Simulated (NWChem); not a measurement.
System: C$_{2}$H$_{6}$ClNSi; SMILES C([SiH](Cl)N)=C

Input file for NWChem:

```
start job
memory heap 200 mb stack 900 mb global 1100 mb
geometry units angstroms noautosym nocenter noautoz
  Si     0.548581     0.142290     0.419542
  N      1.947583     0.579972    -0.482164
  Cl    -1.188856     1.241137    -0.051669
  C      0.181782    -1.659165     0.125961
  C     -0.998656    -2.167420    -0.248502
  H      0.835559     0.480681     1.831735
  H      2.402482     1.466682    -0.295829
  H      2.002320     0.347632    -1.467657
  H      1.014438    -2.348119     0.285428
  H     -1.866613    -1.535913    -0.424207
  H     -1.146322    -3.236155    -0.396758
end
basis spherical
  * library def2-svp
end
dft
  xc xpbe96 cpbe96
  iterations 150
end
cosmo
  do_cosmo_smd true
  solvent water
end
task dft energy
```

The geometry was optimised at B3LYP/6-31G* (spherical d). Solvent: water.

Level: PBE/def2-SVP with SMD (1 M gas to 1 M solution), gas-phase geometry. Reactions with the solvent are ignored.

Task: Predict the main results of this run. (PBE/def2-SVP, SMD on the gas-phase geometry.) Quantities: solvation free energy (kcal/mol); cavity-dispersion-structure term (kcal/mol); dipole in solution (D).

Result: 
```json
{
  "solvation free energy (kcal/mol)": "-0.6",
  "cavity-dispersion-structure term (kcal/mol)": "4.5",
  "dipole in solution (D)": "2.52"
}
```
